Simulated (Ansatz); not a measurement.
`SC[NH][GeH3]`, charge 0, multiplicity 1.

(1) Give a relaxed structure at PBE0-D4/def2-TZVP (the Gaussian-basis code of Ansatz). (An estimate is asked.)

## Answers

(1) Ansatz gave: 
Z-matrix (Å, degrees):
```
C
N 1 1.427
S 1 1.843 2 117.8
H 1 1.093 2 110.7 3 -117.8
H 1 1.091 2 109.8 3 124.0
Ge 2 1.844 1 119.9 3 -76.7
H 2 1.011 1 111.8 3 60.1
H 3 1.343 1 96.9 2 69.4
H 6 1.536 2 106.0 1 -55.7
H 6 1.546 2 113.7 1 64.0
H 6 1.533 2 106.5 1 -175.1
```
This is one stationary point; other conformers may exist.
